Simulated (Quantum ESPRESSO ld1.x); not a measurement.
Task: The chromium ion Cr4+, 20 electrons, occupied as [Ar] 3d2. Calculated with ld1.x of Quantum ESPRESSO 7.5: non-relativistic Kohn-Sham, LDA (Slater exchange, Perdew-Zunger correlation), spin-polarised, spherical densities, point nucleus; open shells are filled with parallel spins first. Some entries of the table are withheld. Estimate them.

orbital,occ.,eigenvalue (eV),<r^2> (bohr^2)
1s up,1,-5881.49,0.005547
1s down,1,-5881.48,0.005547
2s up,1,-719.963,0.1041
2s down,1,-718.830,0.1038
2p up,3,-622.062,(1)
2p down,3,-621.192,(2)
3s up,1,(3),0.8958
3s down,1,(4),0.9009
3p up,3,-104.204,0.9850
3p down,3,-101.876,0.9935
3d up,2,-59.5348,1.245
3d down,0,-57.2761,1.280

Result: 
(1) 2p up <r^2> (bohr^2): 0.08412
(2) 2p down <r^2> (bohr^2): 0.08388
(3) 3s up eigenvalue (eV): -131.984
(4) 3s down eigenvalue (eV): -129.605
